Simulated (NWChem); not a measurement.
System: C$_{3}$H$_{5}$NOSi; SMILES C1=CO[SiH2]N=C1

Computed with NWChem. Pople sets run with spherical d functions. Structure relaxed at the B3LYP/6-31G* (spherical d) level. Level: B3LYP/6-31G* with SMD, gas-phase geometry; reactions with the solvents are ignored. One conformer.

```tsv
SMD term (kcal/mol)	water	toluene
distortion of the solute's density	0.92	0.23
polarisation	-5.94	-2.63
cavity, dispersion and structure	3.15	-0.98
```

Q: Sum the solvation free energies, find the transfer free energy from water to toluene and the partition coefficient at 298.15 K.

A: 
1. ΔG(solv, water) = -1.87 kcal/mol and ΔG(solv, toluene) = -3.38 kcal/mol (1 M gas to 1 M solution).
2. Transfer: -3.38 − (-1.87) = -1.51 kcal/mol.
3. log₁₀ K(toluene/water) = −ΔG/(RT ln 10) = 1.51/1.364 = 1.1, so the model puts more of the solute in toluene.
4. Of the transfer energy, 2.62 kcal/mol is electrostatic and -4.13 comes from the non-electrostatic term. The two phases are taken as the pure solvents.
